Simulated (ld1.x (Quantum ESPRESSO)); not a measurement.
## An all-electron radial function and its pseudo partner (nitrogen)

Columns: radius, all-electron u(r) and pseudo u(r) of the 2p shell (level -7.20 eV) of nitrogen in the configuration [He] 2s1.75 2p3.25; PBE, scalar-relativistic, PAW scheme, ld1.x (Quantum ESPRESSO) 7.5.

```json
{"r (bohr)": "0.100", "all-electron": "0.0729", "pseudo": "0.0108"}
{"r (bohr)": "0.200", "all-electron": "0.2138", "pseudo": "0.0423"}
{"r (bohr)": "0.300", "all-electron": "0.3610", "pseudo": "0.0923"}
{"r (bohr)": "0.400", "all-electron": "0.4901", "pseudo": "0.1575"}
{"r (bohr)": "0.500", "all-electron": "0.5937", "pseudo": "0.2333"}
{"r (bohr)": "0.600", "all-electron": "0.6722", "pseudo": "0.3148"}
{"r (bohr)": "0.700", "all-electron": "0.7273", "pseudo": "0.3967"}
{"r (bohr)": "0.800", "all-electron": "0.7616", "pseudo": "0.4742"}
{"r (bohr)": "0.900", "all-electron": "0.7784", "pseudo": "0.5429"}
{"r (bohr)": "1.000", "all-electron": "0.7814", "pseudo": "0.5995"}
{"r (bohr)": "1.100", "all-electron": "0.7735", "pseudo": "0.6418"}
{"r (bohr)": "1.200", "all-electron": "0.7575", "pseudo": "0.6688"}
{"r (bohr)": "1.300", "all-electron": "0.7357", "pseudo": "0.6809"}
{"r (bohr)": "1.400", "all-electron": "0.7097", "pseudo": "0.6794"}
{"r (bohr)": "1.500", "all-electron": "0.6809", "pseudo": "0.6666"}
{"r (bohr)": "1.600", "all-electron": "0.6504", "pseudo": "0.6451"}
{"r (bohr)": "1.700", "all-electron": "0.6191", "pseudo": "0.6179"}
{"r (bohr)": "1.800", "all-electron": "0.5876", "pseudo": "0.5876"}
{"r (bohr)": "1.900", "all-electron": "0.5563", "pseudo": "0.5563"}
{"r (bohr)": "2.000", "all-electron": "0.5255", "pseudo": "0.5255"}
{"r (bohr)": "2.100", "all-electron": "0.4956", "pseudo": "0.4956"}
{"r (bohr)": "2.200", "all-electron": "0.4668", "pseudo": "0.4668"}
{"r (bohr)": "2.300", "all-electron": "0.4391", "pseudo": "0.4391"}
{"r (bohr)": "2.400", "all-electron": "0.4125", "pseudo": "0.4125"}
{"r (bohr)": "2.500", "all-electron": "0.3873", "pseudo": "0.3873"}
{"r (bohr)": "2.600", "all-electron": "0.3633", "pseudo": "0.3633"}
```

How many radial nodes do the two functions have?

The all-electron 2p function has n − l − 1 = 0; the pseudo-wave has 0.

At about which radius was the pseudo-wave matched?

2.00 bohr. The columns agree to 0.0005 from 1.80 bohr on; several derivatives are matched, so the curves merge somewhat inside the radius.

Where does each function peak?

Outermost all-electron maximum near 1.00 bohr, pseudo maximum near 1.30 bohr (to the table’s step).

Is the pseudo-wave norm-conserving?

No, it belongs to a PAW set: the norm inside the radius is not constrained, and the difference is carried by the augmentation charge.
